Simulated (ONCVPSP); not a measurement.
# What the settings do to the ONCV potential of Al (Z = 13)

Base potential:

Al, optimised norm-conserving Vanderbilt (ONCV), made with ONCVPSP 4.0.1 (PBEsol, scalar-relativistic). Core [Ne], reference 3s1.5 3p1.5. Waves: 3s: rc 1.80 bohr, ncon 4, nbas 7, qcut 3.8 1/bohr, 2 projectors, debl 2.5 Ha; 3p: rc 2.05 bohr, ncon 3, nbas 7, qcut 4.3 1/bohr, 3 projectors, debl 2 Ha. Local part: polynomial inside 1.40 bohr (lpopt 5, dvloc0 0 Ha). Core correction: polynomial model core, fcfact 0.55.

All-electron outer shells of the reference configuration (PBEsol, scalar-relativistic, ld1.x):

| shell | level (eV) | outermost node (bohr) | outermost maximum (bohr) |
| --- | --- | --- | --- |
| 2s | -108.78 | 0.16 | 0.50 |
| 2p | -70.47 | – | 0.43 |
| 3s | -8.14 | 0.80 | 2.06 |
| 3p | -3.02 | 0.82 | 2.61 |

Cutoffs, loose and tight: the cutoffs (Ha) at which the residual kinetic energy of the hardest occupied pseudo-wave falls to 1 and 0.1 mHa per electron. They do not see the model core or the augmentation charge, which bear on the density cutoff. Test errors are all-electron minus pseudo excitation energies from the reference, over the configurations 3s2 3p1; 3s2 3p0; 3s1 3p0; 3s1 3p1. A dash means not determined; rows that change the core or the reference have their own tests.

For the base: The cutoffs count occupied waves only; projector 3 of the p channel, the hardest unoccupied one, needs 44 Ha at the loose tolerance.

A true bound ghost makes a file unfit for plane-wave use even where its test errors are small: the radial tests pick states by their node count and pass the ghost by.

| change | outcome | cutoff, loose | cutoff, tight | bound ghosts | GHOST(+) flags above zero | largest test error (meV) |
| --- | --- | --- | --- | --- | --- | --- |
| base | generated | 5.7 Ha | 7.7 Ha | none | s | +10 |
| local potential polynomial inside 1.40 bohr (lpopt 5, dvloc0 1 Ha) | generated | 5.7 Ha | 7.7 Ha | none | s | +10.0 |
| s: qcut 2.2 | generated | 19 Ha | 33 Ha | none | s | +9.9 |
| local potential polynomial inside 1.65 bohr (lpopt 5, dvloc0 0 Ha) | generated | 5.7 Ha | 7.7 Ha | none | none | +10.0 |
| p: nbas 8 | generated | 5.7 Ha | 7.7 Ha | none | s | +10 |
| all radii but the core radius scaled by about 1.10 (s 1.98, p 2.26 bohr); local potential polynomial inside 1.54 bohr (lpopt 5, dvloc0 0 Ha) | generated | 5.8 Ha | 8.0 Ha | none | s | +9.9 |
| p: debl 0.5 | generated | 5.7 Ha | 7.7 Ha | p | s | +10 |
| s: qcut 4.8 | generated | 6.0 Ha | 7.8 Ha | none | s | +10 |
| s: qcut 4.2; p: qcut 4.8 | generated | 5.9 Ha | 7.7 Ha | none | s | +10 |
